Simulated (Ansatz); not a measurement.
Mulliken charges of CH5ClO2Sn (`[CH3][Sn]([OH])([OH])[Cl]`) from B3LYP/def2-TZVPP in Ansatz (PBE0-D4/def2-TZVP geometry).

| atom | x (Å) | y (Å) | z (Å) | charge (e) |
| --- | --- | --- | --- | --- |
| C1 | -1.462 | -0.727 | -0.448 | -0.580 |
| Sn2 | 0.295 | 0.299 | 0.102 | 1.236 |
| O3 | 1.348 | -0.578 | 1.494 | -0.541 |
| O4 | 1.433 | 0.477 | -1.467 | -0.541 |
| Cl5 | -0.119 | 2.428 | 0.967 | -0.389 |
| H6 | -1.842 | -0.299 | -1.375 | 0.148 |
| H7 | -2.201 | -0.623 | 0.344 | 0.144 |
| H8 | -1.218 | -1.779 | -0.597 | 0.146 |
| H9 | 1.517 | 0.003 | 2.241 | 0.188 |
| H10 | 2.331 | 0.749 | -1.258 | 0.189 |

By hand: the dipole of these point charges (1 e Å = 4.8032 D).

Σ q r = (-0.287, -0.350, -0.062) e Å, of length 0.457 e Å = 2.20 D.

How does the dipole of the full density compare? (An estimate is asked.)

The calculation gave: (-0.188, -0.201, 0.051) e Å, 1.34 D; the point charges give 1.64 times that, at 19° from its direction.

Point charges leave out the atoms' own dipoles, such as those of lone pairs, and Mulliken's split depends on the basis, so the two needn't agree.

B3LYP here is the variant with VWN-RPA as its local correlation; programs differ in this.
